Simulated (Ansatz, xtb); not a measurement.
Two structures of FGeH5NSi+

Structure X is `F[SiH2][NH2+][GeH]`, a singlet and structure Y is a singlet given by its coordinates. Both are isolated ions in the gas phase, relaxed with B3LYP-D3(BJ)/def2-SVP; the shapes shown needn't be the lowest conformers.

X (Å):

```yaml
atoms:
  - { symbol: F, position_ang: [1.2971, -0.1787, -2.7922] }
  - { symbol: Ge, position_ang: [3.9880, -2.0098, 0.4717] }
  - { symbol: N, position_ang: [2.8289, -0.5693, -0.5594] }
  - { symbol: Si, position_ang: [1.5764, -1.3215, -1.7002] }
  - { symbol: H, position_ang: [2.2779, -2.4717, -2.3009] }
  - { symbol: H, position_ang: [0.4078, -1.6023, -0.8526] }
  - { symbol: H, position_ang: [2.3496, 0.0175, 0.1401] }
  - { symbol: H, position_ang: [3.4573, 0.0745, -1.0593] }
  - { symbol: H, position_ang: [2.6384, -2.8594, 0.6222] }
```

Y (Å):

```tsv
atom	x (Å)	y (Å)	z (Å)
F	1.4301	-1.7809	-0.2981
Ge	2.3032	-0.0702	-1.6744
N	2.6670	0.3145	0.4820
Si	1.6970	-1.0535	1.1773
H	0.4262	-0.5405	1.7071
H	3.6719	0.2752	0.6868
H	2.3375	1.2495	0.7488
H	0.8821	0.6221	-1.4399
H	2.5315	-1.9392	2.0012
```

Close contacts (Å): F1–Si4 1.67, Ge2–N3 2.22, N3–Si4 1.82, Ge2–H8 1.60, N3–H6 1.03, N3–H7 1.03, Si4–H5 1.47, Si4–H9 1.47.

**Question.** Estimate E(Y) − E(X) at the level CCSD(T)/def2-SVP + ΔMP2/def2-TZVPP.

**Answer.** Calculated at CCSD(T)/def2-SVP + ΔMP2/def2-TZVPP: E(Y) − E(X) = −3.5 kcal/mol, so structure Y lies lower.

How the difference moves with the method:

```
                             level               geometry  E(Y) − E(X) (kcal/mol)  departure from the last row (kcal/mol)  job, with rough time for the two
                          GFN2-xTB               GFN2-xTB                      −4.9                                    −1.5              optimisation, 0.29 s
                         HF/STO-3G               GFN2-xTB                      −6.5                                    −3.0              single point, 0.44 s
                r2SCAN-D4/def2-SVP               GFN2-xTB                      −7.7                                    −4.2               single point, 2.6 s
             B3LYP-D3(BJ)/def2-SVP  B3LYP-D3(BJ)/def2-SVP                      −7.0                                    −3.6                optimisation, 51 s
                       HF/def2-SVP  B3LYP-D3(BJ)/def2-SVP                      −5.7                                    −2.2           part of the CCSD(T) run
                      MP2/def2-SVP  B3LYP-D3(BJ)/def2-SVP                      −6.3                                    −2.8           part of the CCSD(T) run
                  CCSD(T)/def2-SVP  B3LYP-D3(BJ)/def2-SVP                      −6.0                                    −2.6                      single point
CCSD(T)/def2-SVP + ΔMP2/def2-TZVPP  B3LYP-D3(BJ)/def2-SVP                      −3.5                                                        single point, 29 s
```

None of the levels shown reverses the order. The largest departure from CCSD(T)/def2-SVP + ΔMP2/def2-TZVPP is that of r2SCAN-D4/def2-SVP, 4.2 kcal/mol. The last row adds to CCSD(T) the change of the MP2 difference between the two basis sets, here +2.6 kcal/mol.

With harmonic frequencies from B3LYP-D3(BJ)/def2-SVP (ideal gas, rigid rotor, one conformer each, 298.15 K, 1 atm): on the last row, ΔE + ΔZPE = −3.1 kcal/mol. A mode under 50 cm⁻¹ makes harmonic enthalpies and free energies unreliable, so none is given.

The correlated steps freeze 16 core orbitals; the filled d shell of Ge is correlated, in a basis made for valence electrons. Run with Ansatz 0.2.0, xtb 6.7.1; the last row on 2 threads of Intel(R) Xeon(R) Platinum 8488C (Sapphire Rapids) on a shared host.
